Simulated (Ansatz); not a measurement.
One geometry of closo-2-NB4 (H on N) (B4NH5), several levels of theory.

```yaml
crystal:
  periodic: [false, false, false]
  atoms:
    - {symbol: N, position_ang: [0.093646, 0.500334, 0.607294]}
    - {symbol: B, position_ang: [0.593185, -0.919968, -0.180112]}
    - {symbol: B, position_ang: [0.738324, 0.716873, -0.769783]}
    - {symbol: B, position_ang: [-0.749987, -0.779500, 0.693368]}
    - {symbol: B, position_ang: [-0.746529, 0.100922, -0.814616]}
    - {symbol: H, position_ang: [0.215018, 1.146888, 1.391223]}
    - {symbol: H, position_ang: [1.620706, -1.530153, -0.177534]}
    - {symbol: H, position_ang: [1.623565, 1.461491, -1.056634]}
    - {symbol: H, position_ang: [-1.551257, -1.076205, 1.524210]}
    - {symbol: H, position_ang: [-1.836671, 0.379318, -1.217415]}
basis:
  gaussian: {orbitals: def2-TZVPP, initial_orbitals: start.molden}
correlation: {method: ccsd_t}
scf: {omitted_lower_state_checks: [starts]}
output: {orbitals: {seedname: orbitals}}
```

The file start.molden holds the orbitals of an earlier run on this structure, at another level or in another basis.

```sh
$ ansatz run in.yaml --threads 4 --pin off --events-out ev --progress --plain --max-ram 3916MiB
```

Output, abridged:

```
Functional definition: HF
1325 factors; integrals over basis functions are off by at most 1.2e-3 eV
mean field evaluation 1: about -4245.4986 eV, gradient 2.1e1 eV
mean field evaluation 2: about -4246.0803 eV, gradient 5.5e-1 eV
mean field evaluation 4: about -4246.0878 eV, gradient 1.5e-3 eV
mean field -4246.08776936 eV, -156.0408474222 hartree, gradient 1.9e-6 eV, S^2 0.000000; 0 other end points of the search recorded, 0 dependent functions left out
5 core orbitals not correlated: weight in the atoms' cores, before any rotation towards them, 1.000 or more for the frozen orbitals, at most 0.000 for the correlated occupied ones
reference -4246.08776936 eV, -156.0408474222 hartree; 11, 11 occupied and 209, 209 virtual orbitals, 1325 factors
second order -17.80063983 eV of doubles, -0.00000000 eV of singles
cycle   1  -17.82530795 eV  change   -2.5e-2 eV  update   1.0e-1
cycle   2  -18.34828214 eV  change   -5.2e-1 eV  update   2.9e-2
cycle   3  -18.43994535 eV  change   -9.2e-2 eV  update   1.4e-2
cycle   4  -18.42976478 eV  change    1.0e-2 eV  update   3.7e-3
cycle   5  -18.43130290 eV  change   -1.5e-3 eV  update   1.9e-3
cycle   6  -18.43102501 eV  change    2.8e-4 eV  update   6.5e-4
cycle   7  -18.43066472 eV  change    3.6e-4 eV  update   2.4e-4
cycle   8  -18.43078541 eV  change   -1.2e-4 eV  update   9.4e-5
cycle   9  -18.43078938 eV  change   -4.0e-6 eV  update   3.4e-5
cycle  10  -18.43076721 eV  change    2.2e-5 eV  update   1.4e-5
perturbative correction -0.99064132 eV, -0.0364053972 hartree
Total energy: -4265.50917789 eV, -156.7545710216 hartree
Checks for a lower state left out: starts
```

Hardware: 4 threads of Arm Neoverse V1 on a shared host. Wall time 3.9 min, peak host memory 1.7 GiB.

The first input with `gaussian: {orbitals: def2-TZVP, initial_orbitals: start.molden}`, `hamiltonian: {xc: hf}` and without the key `correlation` (abridged; 0.7 s):

```
Functional definition: HF
mean field -4246.04765113 eV, -156.0393731044 hartree, gradient 1.1e-5 eV, S^2 0.000000
Total energy: -4246.04765113 eV, -156.0393731044 hartree
Checks for a lower state left out: starts
```

First input, but with `gaussian: {orbitals: STO-3G}`, `hamiltonian: {xc: hf}` and without the key `correlation` (abridged; 0.1 s):

```
Functional definition: HF
mean field -4191.80665357 eV, -154.0460532102 hartree, gradient 2.8e-5 eV, S^2 0.000000
Total energy: -4191.80665357 eV, -154.0460532102 hartree
Checks for a lower state left out: starts
```

First input, but with `gaussian: {orbitals: def2-TZVP, initial_orbitals: start.molden}`, `correlation: {method: mp2}` (abridged; 1.4 s):

```
Functional definition: HF
mean field -4246.04771063 eV, -156.0393752912 hartree, gradient 2.0e-6 eV, S^2 0.000000
5 core orbitals not correlated: weight in the atoms' cores, before any rotation towards them, 1.000 or more for the frozen orbitals, at most 0.000 for the correlated occupied ones
second order -17.49322189 eV of doubles, -0.00000000 eV of singles
Total energy: -4263.54093253 eV, -156.6822393385 hartree
Checks for a lower state left out: starts
```

As the first input, with `gaussian: {orbitals: def2-TZVPD, initial_orbitals: start.molden}`, `hamiltonian: {xc: r2scan, dispersion: d4}` and without the key `correlation` (abridged; 4.3 s):

```
Functional definition: r2SCAN
mean field -4273.66110555 eV, -157.0541488373 hartree, gradient 2.6e-5 eV, S^2 0.000000
Total energy: -4273.70611879 eV, -157.0558030435 hartree
Checks for a lower state left out: starts
```

Geometry: r2SCAN-D4/def2-SVP.

Correlated methods freeze 5 core orbitals.
